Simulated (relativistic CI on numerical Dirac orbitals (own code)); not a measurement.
# Hyperfine structure of Lu37+, mass number 173

Method of calculation: Dirac-Coulomb-Breit CI, orbitals from a KLI potential per configuration, model QED (radiative potential, 1s self-energy scaled to tabulated hydrogen-like ionisation energies), unscaled Slater integrals (own radial code, finite nucleus).

CI space (outside the closed core [Ar] 3d10): 4s2 4p4, 4s 4p5, 4s2 4p3 4d, 4p6, 4s 4p4 4d, 4s2 4p3 4f, 4s 4p4 4f, 4p5 4d, 4s 4p3 4d2, 4s2 4p2 4d 4f, 4p5 4f, 4p4 4d2, 4p3 4d3, 4p3 4d2 4f. Double excitations out of closed p, d and f shells are left out; levels of such configurations are missing from the list, as are those of other unlisted configurations, and high levels can miss mixing partners.

Nuclear spin I = 7/2, μ = 2.273 μN, Q = 3.53 b (tables of Stone and Pyykkö). The electronic factors are computed for point nuclear moments, without core polarisation or the Bohr-Weisskopf and QED corrections.

```tsv
Level	E (cm⁻¹)	A (MHz)	B (MHz)
4s2 4p4 3P_2	0	31460	46500
4s2 4p4 3P_1	589785	-25710	-172000
4s2 4p4 1D_2	625736	90120	-390000
```

Levels with J = 0, under 50 % of one LS term, or S terms without an open s electron are left out. Small factors come from cancelling terms and can be off by tens of per cent or more.

At this charge energies of transitions that change n are usually good to better than 1 %, and those within a shell (Δn = 0) to a few per cent.

Give the hyperfine levels of 4s2 4p4 3P_2 relative to its centre of gravity.

With K = F(F + 1) − I(I + 1) − J(J + 1), E = AK/2 + B[¾K(K + 1) − I(I + 1)J(J + 1)]/[2I(2I − 1)J(2J − 1)]: F = 3/2: -258300, F = 5/2: -200400, F = 7/2: -107700, F = 9/2: 31430, F = 11/2: 231900 MHz.

LS names give the leading component of a level, which can be under half, so a name can repeat, a term be missing and a line seem to break the LS rules.
